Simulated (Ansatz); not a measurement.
Program: Ansatz. Geometries: PBE0-D4/def2-TZVP. ΔE: electronic, gas phase. CBS: MP2 limit from def2 TZ/QZ plus the TZ coupled-cluster correction, frozen cores. This one scheme is used for every species. Functionals use def2-TZVPP. B3LYP here is the variant with VWN-RPA as its local correlation; programs differ in this. HSE06 is defined as in plane-wave codes. For Mg outer-core shells are correlated without core-valence functions, which leaves a few kJ/mol of doubt a bond. Each species was taken in one conformer, which may not be the lowest.

`[SiH3][O][Mg][N]([SiH3])[SiH3]` + H₂ → `[MgH][N]([SiH3])[SiH3]` + `O[SiH3]`  (hydrogenolysis of a Mg–O bond)

```tsv
level	ΔE (kJ/mol)	difference from CCSD(T)/CBS
LDA (SPW92)	112.1	-30.2
PBE-D4	119.9	-22.4
revPBE-D4	121.4	-20.9
BLYP-D4	129.2	-13.1
r2SCAN-D4	134.1	-8.2
PBE0-D4	120.6	-21.7
B3LYP-D4	128.8	-13.5
r2SCAN0-D4	131.2	-11.1
HSE06-D4	120.3	-22.0
BHLYP-D4	129.4	-12.9
CAM-B3LYP-D4	127.7	-14.6
ωB97X-V	125.3	-17.0
ωB97M-V	124.4	-17.9
B2PLYP	131.9	-10.4
PBE-QIDH	128.6	-13.7
PBE	117.1	-25.2
revPBE	117.8	-24.5
BLYP	124.4	-17.9
r2SCAN	133.0	-9.3
PBE0	117.9	-24.4
r2SCANh	131.7	-10.6
HSE06	117.6	-24.7
BHLYP	124.9	-17.4
CAM-B3LYP	124.7	-17.6
RPA@PBE/def2-TZVPP	126.8	-15.5
HF/def2-SVP	131.5	-10.8
MP2/def2-SVP	153.2	10.9
CCSD/def2-SVP	141.2	-1.1
CCSD(T)/def2-SVP	142.9	0.6
HF/def2-TZVPP	119.7	-22.6
MP2/def2-TZVPP	142.3	0.0
SCS-MP2/def2-TZVPP	138.7	-3.6
CCSD/def2-TZVPP	129.4	-12.9
CCSD(T)/def2-TZVPP	131.3	-11.0
HF/def2-QZVPP	123.1	-19.2
MP2/def2-QZVPP	149.7	7.4
SCS-MP2/def2-QZVPP	145.9	3.6
HF/CBS(def2)	123.5	-18.8
MP2/CBS(def2)	153.3	11.0
CCSD/CBS(def2)	140.4	-1.9
CCSD(T)/CBS	142.3	0
```

Largest T1 diagnostic among the species: 0.011.

The D4 term adds +4.3 kJ/mol with B3LYP and +2.7 kJ/mol with PBE0; it sums over pairs of atoms, weighted by their polarisabilities, and B3LYP, whose exchange is more repulsive, gets the larger term. From r2SCAN to r2SCAN0 (25 % exact exchange), in def2-TZVPP and without D4, ΔE moves by −3.2 kJ/mol. In def2-TZVPP, CCSD(T) changes the Hartree–Fock value by +11.6 kJ/mol (the triples alone add +1.9 kJ/mol) and MP2 by +22.6 kJ/mol.
